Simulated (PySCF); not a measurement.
C4H8Si, SMILES C([SiH3])(=C=C)C.

Coordinates come from a B3LYP-D3(BJ)/def2-SVP optimisation. This is a generated structure with no PubChem entry under its InChIKey; it may be hypothetical.

Two levels are set side by side: PBE/def2-TZVP (PySCF) and ωB97X/def2-TZVP (PySCF). Same geometry, gas phase. Differences are taken from unrounded values.

| quantity | ωB97X |
|---|---|
| orbital gap (eV) | 11.85 |
| highest occupied level (eV) | -9.71 |
| lowest empty level (eV) | 2.15 |
| dipole moment (D) | 0.64 |
| mean polarisability (bohr³) | 78.7 |

Problem. What does PBE give, and how far is it from ωB97X? (The exact figures need the calculation; the answer reports its results.)

Solution. 
```csv
quantity,PBE,PBE minus ωB97X
orbital gap (eV),5.28,-6.57
highest occupied level (eV),-6.26,3.44
lowest empty level (eV),-0.98,-3.13
dipole moment (D),0.67,0.04
mean polarisability (bohr³),82.1,3.4
```

PBE's occupied levels lie high since its potential decays too fast outside the molecule; exact exchange lowers them and widens the gap. PBE's more diffuse valence density responds more strongly to a field. Differences between two approximate levels are no errors against the true value.

Rough cost on one machine, each run with all the roots and properties that it gave: ωB97X against PBE within a factor of 2.
